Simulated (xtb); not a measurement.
hexachlorodisilane (Cl$_{6}$Si$_{2}$), singlet, geometry from GFN2-xTB, atoms displaced at random by about 0.1 Å a coordinate; GFN1-xTB (xtb).

xtb was given this input:
```
$ xtb mol.xyz --gfn 1 --opt lax --json

# file mol.xyz
8

Cl     2.04764102    -0.44998402    -1.75848985
Si     1.16300244    -0.37204167     0.25201917
Cl     1.95593929     1.45776763     1.05136086
Cl     1.48362428    -1.69007579     1.39919176
Si    -1.16958145    -0.02012666    -0.33801545
Cl    -1.75754880     1.58290835    -1.51998831
Cl    -1.95876849    -1.55019715    -1.06745702
Cl    -2.05836819     0.36590894     1.52143176
```

What the program printed (banner, timings and long lists left out):

```
   ID    Z sym.   atoms
    1   17 Cl     1, 3, 4, 6-8
    2   14 Si     2, 5

           -------------------------------------------------
          |                Calculation Setup                |
           -------------------------------------------------

           -------------------------------------------------
          |                 G F N 1 - x T B                 |
           -------------------------------------------------

          ...................................................
          :                      SETUP                      :
          :.................................................:
          :  # basis functions                  80          :
          :  # atomic orbitals                  72          :
          :  # shells                           24          :
          :  # electrons                        50          :
          :  # halogen bonds                     0          :
          :  max. iterations                   250          :
          :  Hamiltonian                  GFN1-xTB          :
          :  restarted?                      false          :
          :  GBSA solvation                  false          :
          :  PC potential                    false          :
          :  electronic temp.          300.0000000     K    :
          :  accuracy                    1.0000000          :
          :  -> integral cutoff          0.2500000E+02      :
          :  -> integral neglect         0.1000000E-07      :
          :  -> SCF convergence          0.1000000E-05 Eh   :
          :  -> wf. convergence          0.2000000E-04 e    :
          :  Broyden damping             0.4000000          :
          :  net charge                          0          :
          :  unpaired electrons                  0          :
          ...................................................

 iter      E             dE          RMSdq      gap      omega  full diag
   1    -29.6706633 -0.296707E+02  0.804E+00    5.59       0.0  T
   2    -29.7121257 -0.414624E-01  0.445E+00    5.73       1.0  T
   3    -29.7080085  0.411723E-02  0.170E+00    5.55       1.0  T
   4    -29.7182007 -0.101922E-01  0.159E-01    5.62       1.0  T
   5    -29.7182718 -0.710974E-04  0.686E-02    5.62       1.0  T
   6    -29.7182895 -0.177222E-04  0.198E-02    5.63       1.8  T
   7    -29.7182918 -0.232677E-05  0.151E-02    5.63       2.3  T
   8    -29.7182941 -0.225796E-05  0.220E-03    5.63      16.1  T
   9    -29.7182941 -0.333421E-07  0.639E-04    5.63      55.3  T
  10    -29.7182941 -0.422173E-08  0.538E-05    5.63     656.6  T
  11    -29.7182941  0.875033E-11  0.376E-05    5.63     939.4  T

   *** convergence criteria satisfied after 11 iterations ***

         :::::::::::::::::::::::::::::::::::::::::::::::::::::
         ::                     SUMMARY                     ::
         :::::::::::::::::::::::::::::::::::::::::::::::::::::
         :: total energy             -29.584947080901 Eh    ::
         :: gradient norm              0.351182397227 Eh/a0 ::
         :: HOMO-LUMO gap              5.626968510892 eV    ::
         ::.................................................::
         :: SCC energy               -29.718294094671 Eh    ::
         :: -> electrostatic           0.011333156314 Eh    ::
         :: repulsion energy           0.141419915067 Eh    ::
         :: dispersion energy         -0.008072901297 Eh    ::
         :: halogen bond corr.         0.000000000000 Eh    ::
         :: add. restraining           0.000000000000 Eh    ::
         :: total charge               0.000000000000 e     ::
         :::::::::::::::::::::::::::::::::::::::::::::::::::::

      -----------------------------------------------------------
     |                   =====================                   |
     |                        A N C O P T                        |
     |                   =====================                   |
[...]
 * total energy  :   -29.5849471 Eh     change       -0.1456613E-10 Eh
 * total energy  :   -29.6465207 Eh     change       -0.6157367E-01 Eh
 * total energy  :   -29.6493590 Eh     change       -0.2838286E-02 Eh
 * total energy  :   -29.6501549 Eh     change       -0.7958827E-03 Eh
 * total energy  :   -29.6506798 Eh     change       -0.5248431E-03 Eh
 * total energy  :   -29.6508187 Eh     change       -0.1389756E-03 Eh
 * total energy  :   -29.6509020 Eh     change       -0.8325457E-04 Eh
 * total energy  :   -29.6509476 Eh     change       -0.4565556E-04 Eh
 * total energy  :   -29.6509351 Eh     change        0.1255785E-04 Eh
 * total energy  :   -29.6509644 Eh     change       -0.2936039E-04 Eh
 * total energy  :   -29.6509499 Eh     change        0.1455015E-04 Eh
 * total energy  :   -29.6509662 Eh     change       -0.1629363E-04 Eh
   *** GEOMETRY OPTIMIZATION CONVERGED AFTER 12 ITERATIONS ***
         :: total energy             -29.650966190705 Eh    ::
[...]
       ...           ...                  ...                  ...
        13        2.0000           -0.5068299             -13.7915
        14        2.0000           -0.4941861             -13.4475
        15        2.0000           -0.4923139             -13.3965
        16        2.0000           -0.4921502             -13.3921
        17        2.0000           -0.4895649             -13.3217
        18        2.0000           -0.4894450             -13.3185
        19        2.0000           -0.4732474             -12.8777
        20        2.0000           -0.4730532             -12.8724
        21        2.0000           -0.4688056             -12.7569
        22        2.0000           -0.4686450             -12.7525
        23        2.0000           -0.4653267             -12.6622
        24        2.0000           -0.4648018             -12.6479
        25        2.0000           -0.4187243             -11.3941 (HOMO)
        26                         -0.2072048              -5.6383 (LUMO)
        27                         -0.2065320              -5.6200
        28                         -0.1533764              -4.1736
        29                         -0.1425498              -3.8790
        30                         -0.1224899              -3.3331
        31                         -0.1221358              -3.3235
        32                         -0.1217956              -3.3142
        33                         -0.0669586              -1.8220
        34                         -0.0668563              -1.8193
        35                         -0.0580115              -1.5786
        36                         -0.0575054              -1.5648
       ...                                ...                  ...
        72                          1.4469181              39.3726
      -------------------------------------------------------------
                  HL-Gap            0.2115195 Eh            5.7557 eV
             Fermi-level           -0.3129645 Eh           -8.5162 eV

  Mulliken/CM5 charges         n(s)   n(p)   n(d)
     1Cl   -0.12057 -0.07526   1.888  5.243 -0.010
     2Si    0.35830  0.22193   1.115  1.425  1.101
     3Cl   -0.11878 -0.07320   1.888  5.242 -0.010
     4Cl   -0.11916 -0.07368   1.888  5.242 -0.010
     5Si    0.35801  0.22138   1.114  1.426  1.102
     6Cl   -0.11882 -0.07327   1.888  5.242 -0.010
     7Cl   -0.11956 -0.07403   1.888  5.242 -0.010
     8Cl   -0.11942 -0.07386   1.888  5.242 -0.010

Wiberg/Mayer (AO) data.
largest (>0.10) Wiberg bond orders for each atom

 ---------------------------------------------------------------------------
     #   Z sym  total        # sym  WBO       # sym  WBO       # sym  WBO
 ---------------------------------------------------------------------------
     1  17 Cl   1.420 --     2 Si   1.323
     2  14 Si   4.970 --     3 Cl   1.326     4 Cl   1.326     1 Cl   1.323
                             5 Si   0.879
     3  17 Cl   1.423 --     2 Si   1.326
     4  17 Cl   1.422 --     2 Si   1.326
     5  14 Si   4.971 --     6 Cl   1.326     8 Cl   1.325     7 Cl   1.325
                             2 Si   0.879
     6  17 Cl   1.423 --     5 Si   1.326
     7  17 Cl   1.422 --     5 Si   1.325
     8  17 Cl   1.422 --     5 Si   1.325
 ---------------------------------------------------------------------------

Topologies differ in total number of bonds
Writing topology from bond orders to xtbtopo.mol

 dipole moment from electron density (au)
     X       Y       Z
  -0.0010   0.0089   0.0043  total (Debye):    0.025

optimized geometry written to: xtbopt.xyz

           -------------------------------------------------
          | TOTAL ENERGY              -29.650966190705 Eh   |
          | GRADIENT NORM               0.001186106505 Eh/α |
          | HOMO-LUMO GAP               5.755737947832 eV   |
           -------------------------------------------------

normal termination of xtb
```
